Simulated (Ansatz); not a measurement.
Reaction (ligand exchange at a Ti–N bond): `C[N](C)[Ti]([F])([Cl])[SeH]` + CH₃OH → `C[O][Ti]([F])([Cl])[SeH]` + `CNC`

Computed with Ansatz on PBE0-D4/def2-TZVP structures; ΔE is electronic, products minus reactants. CCSD(T)/CBS is the MP2 limit (def2-TZVPP, def2-QZVPP) plus CCSD(T) − MP2 in def2-TZVPP, frozen cores. This one scheme is used for every species. DFT in def2-TZVPP. B3LYP here is the variant with VWN-RPA as its local correlation; programs differ in this. For Se, Ti outer-core shells are correlated without core-valence functions, which leaves a few kJ/mol of doubt a bond. Scalar relativity is left out up to krypton. One conformer a species, not always the lowest.

```json
{"level": "r2SCAN-D4", "ΔE (kJ/mol)": "-50.9", "difference from CCSD(T)/CBS": "-13.7"}
{"level": "PBE0-D4", "ΔE (kJ/mol)": "-47.5", "difference from CCSD(T)/CBS": "-10.3"}
{"level": "B2PLYP", "ΔE (kJ/mol)": "-52.8", "difference from CCSD(T)/CBS": "-15.6"}
{"level": "PBE", "ΔE (kJ/mol)": "-55.4", "difference from CCSD(T)/CBS": "-18.2"}
{"level": "PBE0", "ΔE (kJ/mol)": "-54.5", "difference from CCSD(T)/CBS": "-17.3"}
{"level": "B3LYP", "ΔE (kJ/mol)": "-62.4", "difference from CCSD(T)/CBS": "-25.2"}
{"level": "HF/def2-TZVPP", "ΔE (kJ/mol)": "-73.5", "difference from CCSD(T)/CBS": "-36.3"}
{"level": "MP2/def2-TZVPP", "ΔE (kJ/mol)": "-34.6", "difference from CCSD(T)/CBS": "2.6"}
{"level": "SCS-MP2/def2-TZVPP", "ΔE (kJ/mol)": "-40.5", "difference from CCSD(T)/CBS": "-3.3"}
{"level": "HF/def2-QZVPP", "ΔE (kJ/mol)": "-73.6", "difference from CCSD(T)/CBS": "-36.4"}
{"level": "CCSD(T)/CBS", "ΔE (kJ/mol)": "-37.2", "difference from CCSD(T)/CBS": "0"}
```

Largest T1 diagnostic among the species: 0.023, so the coupled-cluster value is less sure than usual.

In def2-TZVPP, CCSD(T) changes the Hartree–Fock value by +31.3 kJ/mol (the triples alone add +5.4 kJ/mol) and MP2 by +38.9 kJ/mol. The D4 term adds +12.1 kJ/mol with B3LYP and +7.0 kJ/mol with PBE0; it sums over pairs of atoms, weighted by their polarisabilities, and B3LYP, whose exchange is more repulsive, gets the larger term.
